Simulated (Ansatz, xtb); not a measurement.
Isomers of C6H6Si in order of energy

4 gas-phase structures of C6H6Si, from a drawn sample of its isomers (lower ones may exist). Each was relaxed with GFN2-xTB:

A. `C#CC1=C[SiH2]C=C1`, a singlet
B. `C#C[SiH]1C=CC=C1`, a singlet
C. `C#CC1=CC=C[SiH2]1`, a singlet
D. `C#CC#C[SiH2]C=C`, a singlet

**Question.** Estimate their order in r2SCAN-D4/def2-SVP//GFN2-xTB energy at these geometries, lowest first.

**Answer.** Calculated order at r2SCAN-D4/def2-SVP//GFN2-xTB: B (0.0), C (2.6), A (5.4), D (31.5) kcal/mol.

Energies above the lowest of each column, in kcal/mol; the last columns are at r2SCAN-D4/def2-SVP geometries and were run for some of them only (a dash: not run or not comparable):

```json
{"structure": "B", "GFN2-xTB": "13.2", "HF/STO-3G": "0.0", "r2SCAN-D4/def2-SVP//GFN2-xTB": "0.0", "r2SCAN-D4/def2-SVP": "0.0", "CCSD(T)/def2-SVP + ΔMP2/def2-TZVPP": "0.0"}
{"structure": "C", "GFN2-xTB": "0.0", "HF/STO-3G": "8.3", "r2SCAN-D4/def2-SVP//GFN2-xTB": "2.6", "r2SCAN-D4/def2-SVP": "2.5", "CCSD(T)/def2-SVP + ΔMP2/def2-TZVPP": "8.5"}
{"structure": "A", "GFN2-xTB": "2.1", "HF/STO-3G": "9.6", "r2SCAN-D4/def2-SVP//GFN2-xTB": "5.4", "r2SCAN-D4/def2-SVP": "5.4", "CCSD(T)/def2-SVP + ΔMP2/def2-TZVPP": "9.5"}
{"structure": "D", "GFN2-xTB": "32.3", "HF/STO-3G": "40.7", "r2SCAN-D4/def2-SVP//GFN2-xTB": "31.5", "r2SCAN-D4/def2-SVP": "–", "CCSD(T)/def2-SVP + ΔMP2/def2-TZVPP": "–"}
```

CCSD(T)/def2-SVP + ΔMP2/def2-TZVPP puts B lowest of those it was run on; GFN2-xTB picks C. Flexible structures stand in one conformer each, not always the lowest. Frequencies (GFN2-xTB) were run for A, B, C alone. The ΔMP2 step shifts differences by up to 3.4 kcal/mol, which makes them less sure. ΔMP2 is the change of the MP2 energy from the smaller to the larger basis.

Over these structures GFN2-xTB departs from r2SCAN-D4/def2-SVP//GFN2-xTB by 5.6 kcal/mol on average once a common shift is removed. A GFN2-xTB relaxation took about 0.068 s and the r2SCAN-D4/def2-SVP//GFN2-xTB energy about 1.2 s on a shared host (Ansatz 0.2.0, xtb 6.7.1).
